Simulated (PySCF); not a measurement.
## HCrO: from structure and modes to constants

All numbers come from PySCF, UPBE0, basis Cr def2-TZVP, O def2-TZVP, H def2-TZVP (no relativity, density fitting).

The quartet minimum has Cs symmetry. Masses (u): Cr 51.94051, O 15.99492, H 1.00782.

```xyz
3
charge 0 multiplicity 4, angstrom
Cr    0.2876    0.0000   -0.2077
O    -1.0419    0.0000    0.6364
H     1.7184    0.0000    0.6032
```

Harmonic wavenumbers (cm⁻¹): 506.4 (a', ×1), 959.4 (a', ×1), 1744.5 (a', ×1).

Problem. Find the principal moments of inertia and the rotational constants. What kind of rotor is it?

Solution. About the centre of mass I = 2.0006, 31.721, 33.722 u Å². With B = 16.8576/I this gives 8.426, 0.5314, 0.4999 cm⁻¹. The molecule is an asymmetric top with κ = -0.99.

Problem. What is the harmonic zero-point energy?

Solution. Half the sum of all 3 wavenumbers, 3210/2 = 1605 cm⁻¹, which is 19.2 kJ/mol (1 cm⁻¹ = 0.0119627 kJ/mol).

Problem. Give the standard entropy (298.15 K, 1 bar) by its translational, rotational, vibrational and spin parts, and Cp.

Solution. Sackur–Tetrode with M = 68.94 u gives 161.7; rotation with symmetry number 1 gives 80.4; vibration 3.2; spin R ln 4 = 11.5. The total is 256.7 J/(mol K), and Cp = 4 R + 7.1 = 40.3 J/(mol K).

Other isomers or separated fragments may lie lower. With open d or f shells other occupations or spin states may lie lower.
